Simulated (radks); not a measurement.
Q: Valence configurations of Ar2+ (all share [Ne]). All-electron calculation, scalar-relativistic Kohn-Sham, LDA (Slater exchange, Perdew-Wang correlation), spin-polarised, spherical densities, finite nucleus; open shells are filled with parallel spins first; Fermi nuclear charge, rms radius 3.4274 fm. Program: a radial shooting solver on a logarithmic mesh with Libxc functionals. Order these by energy: 3p6; 3s0.5 3p5.5; 3s1.5 3p4.5; 3s1 3p5; 3s2 3p4.

A: From the lowest, in eV above it: 3s2 3p4 0.000; 3s1.5 3p4.5 7.444; 3s1 3p5 14.893; 3s0.5 3p5.5 23.317; 3p6 31.153. NIST lists [Ne] 3s2 3p4 as the ground configuration; this level of theory agrees among the configurations tried. The energies are those of spherical high-spin densities, not of single terms.
